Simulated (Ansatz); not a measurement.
# A barrier at the coupled-cluster level

Start structure (BH3SOF2, singlet), relaxed at PBE0-D4/def2-TZVP:

```
8
angstrom
B -0.3417 0.9077 -0.5801
O 0.7788 0.9041 -1.3280
F -1.4856 0.3831 -1.0064
F -0.3412 1.5447 0.5779
H 1.1171 -0.9293 1.7197
S 0.3298 -1.7407 0.9970
H 0.6810 0.4147 -2.1479
H -0.7381 -1.4843 1.7677
```

The step: BHOF₂ ([OH][B]([F])[F]) + H₂S → BHSF₂ ([F][B]([F])[SH]) + H₂O (still joined by a long B–O bond); bonds formed: B1–S6, O2–H5; bonds broken: H5–S6; bonds weakened to dative contacts: B1–O2. Computed with Ansatz 0.2.0 (basis: def2-TZVPP and def2-QZVPP); correlated methods freeze the cores. Extrapolation: Hartree–Fock as exp(−7.88 √X), correlation as X^−2.97. Energies below are by CCSD(T) at an estimated basis limit (MP2 extrapolated from triple and quadruple zeta, plus CCSD(T) − MP2 in triple zeta).

Problem. What are the electronic barrier and the energy of the step, from the start structure to the end structure? (Judge from chemistry; the value comes from the calculation.)

Solution. The calculation gives: Barrier 130.7 kJ/mol; step energy 63.1 kJ/mol (uphill); reverse barrier, their difference, 67.6 kJ/mol. Barrier and step energy count from the start structure, the reverse barrier from the end structure.

The saddle point: One imaginary mode of 1171i cm⁻¹.
```json
{"pair": "B1–S6", "start (Å)": "3.15", "saddle (Å)": "2.10", "end (Å)": "1.88"}
{"pair": "O2–H5", "start (Å)": "3.57", "saddle (Å)": "1.27", "end (Å)": "0.97"}
{"pair": "B1–O2", "start (Å)": "1.35", "saddle (Å)": "1.52", "end (Å)": "1.78"}
{"pair": "H5–S6", "start (Å)": "1.34", "saddle (Å)": "1.60", "end (Å)": "2.59"}
```

Zero-point energy (harmonic, PBE0-D4): ZPE is 108.5 kJ/mol at the start and 105.4 kJ/mol at the saddle, so the barrier goes from 130.7 to 127.5 kJ/mol.

The T1 diagnostic stays at or below 0.013.

Labels in which every atom is bracketed show which atoms are joined, not bond orders.

For scale, one of the runs: CCSD(T)/def2-TZVPP, 208 basis functions, launched by `ansatz run in.yaml --threads 4 --pin off --events-out ev --progress --plain --max-ram 9574MiB`. The run took 89 s on 4 CPU threads of an Intel Xeon (shared host), with 3 GiB of host memory at its peak.
